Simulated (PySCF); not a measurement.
# What a mistake does to a calculation on Al2BCH5

All numbers below are calculated, not measured. They come from PySCF 2.14.0, an open-source quantum chemistry program, on an isolated molecule that a program drew, which may never have been made. The molecule is Al2BCH5 (charge 0, singlet), drawn as the SMILES string `C=[B][AlH][AlH2]`.

Each row is a Hartree-Fock (HF) and frozen-core CCSD(T) single point in the cc-pV(D+d)Z basis, meant for a local HF minimum. Run 1 is clean. Each other run has one planted mistake out of seven kinds, and not every kind appears here: one electron removed, one electron added, multiplicity raised by two, geometry at a saddle point, minimal basis STO-3G, one bond length entered in bohr, all coordinates scaled. The reference is restricted for singlets and unrestricted otherwise, and also for a bond in bohr. Adding or removing an electron swaps singlet and doublet. Electrons count all cores. HOMO and LUMO are orbital energies over both spins, the gradient is its largest component, and the lowest frequency (negative if imaginary) is given only where the gradient is small. Bond lengths are over the 8 bonds as drawn. T1 is the CCSD diagnostic: over 0.02 (restricted) or 0.045 (unrestricted) a single reference is doubtful.

Geometry of the clean run:
```xyz
9
Al2BCH5, angstrom
C    -2.7207    0.3288    2.9354
B    -2.0942    1.4067    2.3091
Al   -1.1782    3.0277    1.3186
Al   -1.8682    3.7802   -1.0995
H    -3.5131   -0.2397    2.4561
H    -2.4503    0.0004    3.9351
H    -0.0361    3.7668    2.1389
H    -1.1641    3.1838   -2.3918
H    -3.0034    4.8631   -1.3443
```

```
run  electrons  basis functions  <S^2>  HOMO (eV)  LUMO (eV)  gradient (hartree/bohr)  lowest frequency (cm^-1)  mean bond (Å)  longest bond (Å)      T1  HF (hartree)  CCSD(T) (hartree)                     mistake
  1         42               99  0.000      -8.71       0.49                  1.6e-05                        69         1.6333             2.625  0.0156    -549.21904         -549.62063                    no fault
  2         43               99  0.800      -0.66       4.60                  2.3e-02                         -         1.6333             2.625  0.0199    -549.22102         -549.63615          one electron added
  3         42               99  2.092      -6.13      -1.67                  3.3e-02                         -         1.6333             2.625  0.0312    -549.11530         -549.50577  multiplicity raised by two
  4         42               99  1.019      -8.47       0.34                  2.3e-02                         -         1.7541             2.625  0.0692    -549.09147         -549.48418                           ?
```

**Which mistake was planted in run 4, and what did it cost?**

The mean bond changes by a factor of 1.074 and the longest by 1.000, so the molecule wasn't scaled as a whole. A length L in bohr read as angstrom grows by (1/0.5292 - 1) L = 0.890 L. The 8 bonds together grew by 8 x 0.1208 = 0.966 Å, which gives L = 1.086 Å. That is the length of one of the C-H bonds, 1.087 Å in the clean geometry. So the mistake is: one bond length entered in bohr. Subtracting run 1 and multiplying by 627.51 kcal/mol a hartree, the energy moved by 80.1 kcal/mol in HF and 85.6 kcal/mol in CCSD(T).

Cautions from the logs. Run 4: T1 is over the limit, so its CCSD(T) energy is less reliable.
